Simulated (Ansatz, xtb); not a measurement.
Molecule: SF₃, charge 1, multiplicity 1. It need not be the lowest isomer of its formula. SMILES: F[S+](F)F
Geometry from a B3LYP-D3(BJ)/def2-TZVP (Ansatz, a quantum-chemistry and plane-wave program) optimisation:
```xyz
4

F      1.3522     0.0269    -0.1577
S     -0.0351    -0.0352     0.4446
F     -0.6573     1.1709    -0.2259
F     -0.6325    -1.1352    -0.4067
```
Charge +1, spin multiplicity 1.

Harmonic wavenumbers from GFN2-xTB (xtb, at its own minimum), cm⁻¹: 250, 251, 342, 778, 778, 823.

### Question
Give the harmonic wavenumbers at B3LYP-D3(BJ)/def2-TZVP (Ansatz, finite differences of forces, unscaled).

### Answer
378, 378, 523, 962, 965, 965 cm⁻¹. Zero-point energy 6.0 kcal/mol.

### Question
From these and the geometry, give the ideal-gas thermochemistry at 298.15 K and 1 atm (rigid rotor, harmonic oscillator).

### Answer
Point group C3v, rotational symmetry number 3. Rotational constants 8.251, 8.251, 4.971 GHz. S(trans) 39.37, S(rot) 22.18, S(vib) 3.02, S(elec, spin only) 0.00, S 64.6 cal/(mol K). H(298) - H(0) 3.00 kcal/mol; G - E(el) -10.3 kcal/mol.
